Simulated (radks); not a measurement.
Spherical jellium clusters: N electrons in a uniform positive sphere of charge N and radius rs N^(1/3), rs = 3.3 bohr. Calculated with a radial shooting solver with Libxc functionals: non-relativistic Kohn-Sham, PBE, spin-polarised, spherical densities. Levels are named by radial order and angular momentum (1s, 1p, 1d, 2s, ...), and open shells are averaged over m.

N = 13, configuration 1s2 1p6 1d(up 5, down 0). This is the lowest configuration that the search found. Occupied levels:

level,occupation,eigenvalue (eV),<r> (bohr)
1s up,1,-6.2540,5.136
1s down,1,-5.9679,4.534
1p up,3,-4.9183,6.069
1p down,3,-4.2639,5.766
1d up,5,-3.2285,6.870

Energy (eV): total -21.8720, kinetic 32.781, external -692.52, Hartree 338.14, exchange-correlation -55.878, background 355.60.
